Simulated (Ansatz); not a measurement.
Isolated molecules relaxed with PBE0-D4/def2-TZVP in Ansatz; ΔE leaves out vibrations. CCSD(T)/CBS is the MP2 limit (def2-TZVPP, def2-QZVPP) plus CCSD(T) − MP2 in def2-TZVPP, frozen cores. This one scheme is used for every species, atoms too. DFT in def2-TZVPP. B3LYP here is the variant with VWN-RPA as its local correlation; programs differ in this. HSE06 is defined as in plane-wave codes. No spin–orbit coupling; open shells (•) take unrestricted orbitals. Spin–orbit coupling would lower the free atoms: a little for C, F, Si.

Consider the atomization: `F[SiH]1CC1` → 2 C• + F• + 5 H• + Si•.

```csv
level,ΔE (eV),difference from CCSD(T)/CBS
LDA (SPW92),40.49,4.85
PBE-D4,36.16,0.52
revPBE-D4,35.32,-0.32
BLYP-D4,35.36,-0.28
r2SCAN-D4,35.75,0.11
B97M-V,35.79,0.15
PBE0-D4,35.66,0.02
B3LYP-D4,35.50,-0.14
r2SCANh-D4,35.56,-0.08
r2SCAN0-D4,35.28,-0.36
HSE06-D4,35.68,0.04
BHLYP-D4,34.63,-1.01
CAM-B3LYP-D4,35.73,0.09
ωB97X-V,35.74,0.10
ωB97M-V,35.73,0.09
B2PLYP,35.24,-0.40
PBE-QIDH,35.49,-0.15
revPBE,34.81,-0.83
BLYP,35.02,-0.62
PBE0,35.53,-0.11
B3LYP,35.25,-0.39
r2SCANh,35.52,-0.12
BHLYP,34.45,-1.19
CAM-B3LYP,35.60,-0.04
LC-ωPBE,35.64,0.00
HF/def2-SVP,26.46,-9.18
MP2/def2-SVP,33.99,-1.65
CCSD/def2-SVP,33.19,-2.45
CCSD(T)/def2-SVP,33.50,-2.14
HF/def2-TZVPP,26.57,-9.07
MP2/def2-TZVPP,35.36,-0.28
SCS-MP2/def2-TZVPP,35.13,-0.51
CCSD/def2-TZVPP,34.27,-1.37
CCSD(T)/def2-TZVPP,34.74,-0.90
HF/def2-QZVPP,26.64,-9.00
MP2/def2-QZVPP,35.90,0.26
SCS-MP2/def2-QZVPP,35.73,0.09
HF/CBS(def2),26.65,-8.99
MP2/CBS(def2),36.26,0.62
CCSD/CBS(def2),35.17,-0.47
CCSD(T)/CBS,35.64,0
```

Largest T1 diagnostic among the species: 0.012.

At CCSD(T), def2-SVP lies −2.13 eV from the extrapolated value and def2-TZVPP −0.90 eV: correlation converges slowly with the basis, and small sets miss more of it in the bonded molecule than in its fragments. From r2SCAN to r2SCAN0 (25 % exact exchange), in def2-TZVPP and without D4, ΔE moves by −0.48 eV: exact exchange takes away binding that semilocal exchange gives to molecules. Leaving LDA and LC-ωPBE aside and taking each functional with its dispersion term where it has one, the values spread over 1.54 eV, from BHLYP-D4 to PBE-D4. LDA lies +4.48 eV from PBE without D4, its usual overbinding.

For atomizations the MP2-based limit and the directly extrapolated one differ by several kJ/mol either way, and by 10 to 25 for some Ge, Se and Sn compounds, so smaller differences from it don't rank the levels.
